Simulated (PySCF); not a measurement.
BHFBr, SMILES FBBr. Heavy atoms are numbered as in [BH:1]([F:3])[Br:4]. Hydrogens are named by the atom that carries them.

Geometry optimised at B3LYP-D3(BJ)/def2-TZVP.

The numbers are results of PySCF with HF/pcSseg-2, not measurements.

GIAO shieldings, no solvent; atoms alike by connectivity are averaged. δ = σ(ref) − σ: ¹¹B against BF3 (σ = 104.0 ppm); ¹H against TMS (σ = 31.98 ppm); ¹⁹F against CFCl3 (σ = 237.3 ppm), references at their B3LYP-D3(BJ)/def2-TZVP geometries, non-relativistic (without spin–orbit terms, shifts of atoms bonded to Cl or Br come out too high).

Estimate the chemical shifts. (Estimate from the structure and the level; the computed values follow.)


| nucleus | atoms | count | δ (ppm) |
|---|---|---|---|
| ¹¹B | B1 (BH) | 1 | 36.5 |
| ¹H | H on B1 | 1 | 5.70 |
| ¹⁹F | F3 | 1 | 2.7 |
